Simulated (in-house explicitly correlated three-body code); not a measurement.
Results of a calculation; reference values are marked as such.
# Two electrons around a charge Z: functional-driven and density-driven errors

The exact non-relativistic ground state comes from a variational code in 260 exponentially correlated functions, the Kohn-Sham parts from inverting its density (past Z = 6 the correlation energy is taken as exact minus Hartree-Fock, equal to within microhartrees), and self-consistent runs (Hartree-Fock is restricted) from a B-spline radial code. Z may be fractional; the second electron is bound down to Z = 0.911.

The total error of a self-consistent run is the error on the exact density (functional-driven) plus the energy gained by relaxing to the functional's own density (density-driven, never positive). «Unbound» marks a run whose level isn't bound or that didn't converge.

```csv
Z,LDA PW92 functional (mEh),LDA PW92 density (mEh),revTPSS functional (mEh),revTPSS density (mEh),PW91 functional (mEh),PW91 density (mEh)
0.93,+11.83,unbound,-3.06,unbound,-1.62,unbound
1.195,+23.55,unbound,-6.38,unbound,-0.98,unbound
1.58,+44.84,-1.38,-7.64,-0.14,+1.47,-0.84
2.1,+77.48,-1.74,-8.25,-0.16,+5.53,-1.01
2.6,?,?,?,?,?,?
3.6,?,?,?,?,?,?
4.4,+244.5,-2.32,-8.63,-0.21,+26.76,-1.29
5.7,+346.3,-2.46,-8.56,-0.22,+39.69,-1.35
```

What belongs in the row Z = 2.6?

LDA PW92 functional (mEh): +111.4; LDA PW92 density (mEh): -1.95; revTPSS functional (mEh): -8.49; revTPSS density (mEh): -0.17; PW91 functional (mEh): +9.83; PW91 density (mEh): -1.11.

What belongs in the row Z = 3.6?

LDA PW92 functional (mEh): +183.8; LDA PW92 density (mEh): -2.20; revTPSS functional (mEh): -8.63; revTPSS density (mEh): -0.20; PW91 functional (mEh): +19.05; PW91 density (mEh): -1.23.

Which part of the error is larger?

LDA PW92: functional-driven +346.3, density-driven -2.46 mEh at Z = 5.7; revTPSS: functional-driven -8.56, density-driven -0.22 mEh at Z = 5.7; PW91: functional-driven +39.69, density-driven -1.35 mEh at Z = 5.7. The density-driven part is second order in the error of the density, so it stays small unless the second electron is loosely bound.
